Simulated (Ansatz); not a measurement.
(HBAsH)3 ring (B₃As₃H₆), relaxed as a singlet with RKS PBE-D4/def2-SVP in Ansatz, starting from the GFN2-xTB geometry. Force threshold 0.02 eV/Å.

Start:

Cartesian coordinates in Å:
```
B -0.624 -0.195 1.353
H -0.619 0.448 2.340
As -1.893 0.311 -0.073
B -0.332 1.015 -1.055
H -0.203 2.185 -1.117
As 1.107 -0.066 -1.943
B 0.535 -1.460 -0.670
H -0.339 -2.138 -1.114
As 0.717 -1.687 1.282
H -2.383 1.630 0.533
H 2.183 0.666 -1.136
H 1.851 -0.710 1.599
```

(1) Estimate the energy that the relaxation releases and the steps that it takes.

(2) Does the start keep its bonding and symmetry?

(3) Predict the relaxed structure.

Results:

(1) 3.5 kcal/mol, in 7 steps; 14 s on 4 threads of Arm Neoverse V1 on a shared host. No frequencies were taken in this run, so the end may be a saddle point.

(2) By distances, no bond broke or formed. The bond that changes most is B4–H5, from 1.18 to 1.22 Å (atoms count from 1). Point group Cs at the start, Cs at the end, both within 0.05 Å.

(3) 
```xyz
12

B    -0.639   -0.285    1.404
H    -0.710    0.308    2.463
As   -1.874    0.338   -0.056
B    -0.329    1.003   -1.160
H    -0.254    2.206   -1.315
As    1.163   -0.085   -2.023
B     0.562   -1.379   -0.625
H    -0.413   -1.984   -1.047
As    0.759   -1.766    1.324
H    -2.348    1.664    0.553
H     2.227    0.766   -1.303
H     1.855   -0.786    1.786
```
Bond lengths: 6 × As–B 2.00 to 2.04 Å; 3 × B–H 1.22 Å; 3 × As–H 1.53 to 1.54 Å.
